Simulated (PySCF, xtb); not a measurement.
Al(H)(OH)(PH2) (AlH4OP), SMILES [OH][AlH][PH2].

xtb with GFN2-xTB at its own geometry gives an orbital gap of 3.71 eV and a dipole moment of 2.54 D.

Geometry optimised at PBE0-D3(BJ)/def2-TZVP. The values are those of a single conformer.

Problem. What does r2SCAN/def2-TZVPD run with PySCF give? (Estimate from the structure and the level; the computed values follow.)

Solution. gap 5.11 eV (levels -6.48 and -1.37 eV), dipole 1.49 D.
